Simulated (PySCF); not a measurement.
Shieldings and the share of exact exchange

Molecule: SMILES P[SiH]1CC1, C2H7PSi.

Geometry:
```
atom   x (Å)   y (Å)   z (Å)
  P1   2.099  -0.207   0.836
 Si2   0.318  -0.197  -0.521
  C3  -1.336  -0.461   0.302
  C4  -1.043   0.996  -0.069
  H5   2.955   0.498  -0.065
  H6   2.573  -1.491   0.425
  H7   0.452  -0.588  -1.950
  H8  -1.359  -0.704   1.370
  H9  -2.126  -0.968  -0.262
 H10  -1.644   1.432  -0.875
 H11  -0.879   1.695   0.758
```

GIAO shieldings (ppm, equivalent atoms averaged) in PySCF on the PBE0-D3(BJ)/def2-SVP geometry, basis pcSseg-2, gas phase, non-relativistic:

| functional | exact exchange (%) | σ(Si2) | σ(C3/C4) |
| --- | --- | --- | --- |
| BLYP | 0 | 442.8 | 179.0 |
| BP86 | 0 | 455.2 | 182.4 |
| PBE | 0 | 457.9 | 182.9 |
| B3LYP | 20 | 455.7 | 184.4 |
| PBE0 | 25 | 472.8 | 189.0 |
| BHandHLYP | 50 | 473.6 | 191.4 |
| HF | 100 | 504.8 | 201.3 |

Q: Fit each shielding as a line in the percentage of exact exchange.

A: σ(Si2) = 451.7 + 0.52 x (rms 6.0 ppm); σ(C3/C4) = 181.7 + 0.20 x (rms 1.5 ppm). The functionals also differ in their semilocal parts, which the line can't hold; Hartree–Fock has no correlation at all.

Q: What does the line predict for mPW1PW91 (25 %), and what does the run give?

A: σ(Si2): 464.7 predicted, 470.6 computed; σ(C3/C4): 186.7 predicted, 188.3 computed ppm.
